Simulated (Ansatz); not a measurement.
C2H5AlO (`O/C=[CH]\[AlH2]`). The species carries charge 0 and has multiplicity 1.

```xyz
9

O     0.811    1.645    0.381
C    -0.423    1.138    0.510
C    -0.832   -0.098    0.173
Al    0.321   -1.424   -0.585
H     1.396    0.975   -0.003
H    -1.083    1.889    0.941
H    -1.885   -0.283    0.371
H     1.838   -0.960   -0.800
H    -0.143   -2.882   -0.987
```

List the harmonic frequencies (cm⁻¹, unscaled) at PBE0-D4/def2-TZVP in Ansatz. (An estimate is asked.)

The calculation gave: 162, 221, 263, 470, 572, 589, 673, 724, 790, 801, 1018, 1058, 1220, 1365, 1393, 1633, 1865, 1945, 3152, 3176, 3717.

Is this a minimum?

Yes, all 21 modes are real.

Give the ideal-gas thermochemistry at 298.15 K and 1 bar (rigid rotor, harmonic oscillator; point group Cs, symmetry number 1).

Zero-point energy 160.3 kJ/mol; H(298) − E = 177.3 kJ/mol; entropy 305.9 J/(mol·K), of which translation 162.2, rotation 105.5, vibration 38.1; G(298) − E = 86.1 kJ/mol.
